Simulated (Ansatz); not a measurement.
Reactions of H4OSiTe, SMILES `O[SiH2][TeH]`.

Program: Ansatz. Geometries: PBE0-D4/def2-TZVP. ΔE: electronic, gas phase. CCSD(T)/CBS is the MP2 limit (def2-TZVPP, def2-QZVPP) plus CCSD(T) − MP2 in def2-TZVPP, frozen cores. This one scheme is used for every species. DFT in def2-TZVPP. Elements past krypton have def2 core potentials. For Se, Te outer-core shells are correlated without core-valence functions, which leaves a few kJ/mol of doubt a bond. Scalar relativity is left out up to krypton. Each species was taken in one conformer, which may not be the lowest.

| reaction | CCSD(T)/CBS(def2) (kJ/mol) |
| --- | --- |
| `O[SiH2][TeH]` + `C[CH2][AlH2]` → `[AlH2][CH2]C[TeH]` + `O[SiH3]` | 94 |
| `O[SiH2][TeH]` + H₂S → `S[SiH2][TeH]` + H₂O | 30 |
| `O[SiH2][TeH]` + `C[SiH](F)P` → `C[SiH](F)[SiH2]O` + `P[TeH]` | 72 |
| `O[SiH2][TeH]` + `CO[SiH](O)O` → `CO[SiH](O)O[SiH2]O` + H₂Te | ? |
| `O[SiH2][TeH]` + `C[SiH2]S[SiH2]F` → `C[SiH2][TeH]` + `O[SiH2]S[SiH2]F` | -4 |
| `O[SiH2][TeH]` + H₂ → H₂Te + `O[SiH3]` | ? |
| `O[SiH2][TeH]` + `C[SiH]([SiH3])[SiH3]` → `[SiH3][SiH2][TeH]` + `C[SiH](O)[SiH3]` | 6 |
| `O[SiH2][TeH]` + `NCB(O)[SeH]` → `[SeH][SiH2][TeH]` + `NCB(O)O` | -62 |
| `O[SiH2][TeH]` + `O[SiH](Cl)Cl` → `O[SiH2]O[SiH](Cl)Cl` + H₂Te | -65 |
| `O[SiH2][TeH]` + H–F → `F[SiH2][TeH]` + H₂O | ? |

(1) Fill in the missing values. (An estimate is asked.)

Largest T1 diagnostic: 0.012, for `C[SiH]([SiH3])[SiH3]`.

Answers

(1) Ansatz gave: `O[SiH2][TeH]` + `CO[SiH](O)O` → `CO[SiH](O)O[SiH2]O` + H₂Te: -68.9 kJ/mol; `O[SiH2][TeH]` + H₂ → H₂Te + `O[SiH3]`: +48.7 kJ/mol; `O[SiH2][TeH]` + H–F → `F[SiH2][TeH]` + H₂O: -39.0 kJ/mol.
